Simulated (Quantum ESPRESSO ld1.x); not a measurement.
The mean radii <r> (bohr) of the occupied orbitals of an atom or ion are listed with their occupations. All-electron calculation, Dirac Kohn-Sham, LDA (Slater exchange, Perdew-Zunger correlation), spin-unpolarised, spherical densities, point nucleus. Program: ld1.x of Quantum ESPRESSO 7.5.

| orbital | occ. | <r> |
|---|---|---|
| 1s1/2 | 2 | 0.2312 |
| 2s1/2 | 2 | 1.329 |
| 2p1/2 | 2 | 1.481 |
| 2p3/2 | 1 | 1.482 |

Name the element and its charge. Open shells, if any, fill j = l - 1/2 first.

Answer. Z = 7, nitrogen, charge 0: N in [He] 2s2 2p3. The 1s radius gives Z: for a bare nucleus <r> = (2 gamma + 1)/(2Z) with gamma = sqrt(1 - (Z/c)^2), 0.2141 bohr for Z = 7, and screening makes it slightly larger (0.2312 here). The occupations add up to 7, and the charge is Z minus that.
